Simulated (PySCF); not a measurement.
BH₃, SMILES B.

The structure is a stationary point at PBE0-D3(BJ)/def2-TZVPD. The isomer is the one that the SMILES or the coordinates give; other isomers of the formula were not compared.

Vertical ionisation energy (IE) and electron affinity (EA) in eV. Rows of orbital energies are one-electron estimates. Where ΔSCF, EOM or ADC give a negative EA the extra electron is unbound and the value depends on the basis.

```csv
level,IE,EA
"−ε(HOMO), −ε(LUMO), CAM-B3LYP/def2-TZVPD (PySCF)",11.44,0.88
"−ε(HOMO), −ε(LUMO), r2SCAN/def2-TZVPD (PySCF)",[?],[?]
EOM-CCSD/aug-cc-pVDZ (PySCF),13.17,-0.15
ADC(2)/aug-cc-pVDZ (PySCF),13.05,-0.17
```

**Question.** Fill in the missing entries. (An estimate is asked for; the answer gives what the named calculation found.)

**Answer.** 
- −ε(HOMO), −ε(LUMO), r2SCAN/def2-TZVPD (PySCF), IE: 8.81
- −ε(HOMO), −ε(LUMO), r2SCAN/def2-TZVPD (PySCF), EA: 2.53

**Question.** Give the lowest 1s main lines (those of the lightest heavy element) from CVS-ADC(2)-x/aug-cc-pVDZ (PySCF, non-relativistic), with pole strengths. (An estimate is asked for; the answer gives what the named calculation found.)

**Answer.** 198.9 eV (1.58).

**Question.** Beyond the first one, list the lowest photoelectron lines from ADC(2)/aug-cc-pVDZ run with PySCF with their pole strengths (two spins summed). (An estimate is asked for; the answer gives what the named calculation found.)

**Answer.** 18.28 eV (1.85).
